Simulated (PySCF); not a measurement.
SMILES [SiH3]N([SiH3])[SiH3], B3LYP/def2-SVP optimised geometry. Atoms within 1.6 Å of the plane z = 1.5 Å (x, y, z in Å): Si1 (-0.16, -2.56, 2.10), N2 (-1.07, -1.19, 1.45), Si3 (-2.65, -0.80, 2.12), Si4 (-0.49, -0.37, 0.00), H6 (-0.54, -3.86, 1.46), H7 (1.29, -2.34, 1.87), H9 (-2.94, 0.64, 1.87), H10 (-3.75, -1.60, 1.49), H12 (-1.00, 1.03, 0.00), H13 (1.00, -0.37, 0.00).

Method: B3LYP/def2-TZVP (PySCF). Cells within 0.4 Å of a nucleus heavier than hydrogen are left out (blank, or x).

Map of the electrostatic potential (hartree/e), clipped to [-0.08, 0.12] on the plane z = 1.5 Å:

```
|00000000000000000000000000000|
|00000000000000000000000000000|
|00000000000000000000000000000|
|00000000000000000000000000000|
|00000000000000000000000000000|
|00000000000000000000000000000|
|00000000000000000000000000000|
|00000000000000000000000000000|
|12221000000000000000000000000|
|35764210000111110000000000000|
|59998321111111111100000000000|
|89999632222222221100000000000|
|89999864333333332110000000000|
|89999997544444432110000000000|
|99999999865555543210000000000|
|99999999999865543210000000000|
|99999999999997543210000000000|
|99999999999999543210000000000|
|999999999xxx99854321000000000|
|999999999xxx99986421100000000|
|999999999xx999999743210000000|
|99999999999999999988742000000|
|99999988999999999999993100000|
|75566555899999999999995100000|
|22233345899999999999994100000|
|01122235899999999999973100000|
|00111224799999999997531000000|
|00011123599999999974210000000|
|00001112379999999842100000000|
```
Scale: ten equal steps from -0.002 (start of '0') to 0.120 (end of '9'), in the order '0123456789'; x runs from -3.50 to 3.50, y from -3.50 (bottom) to 3.50 (top).
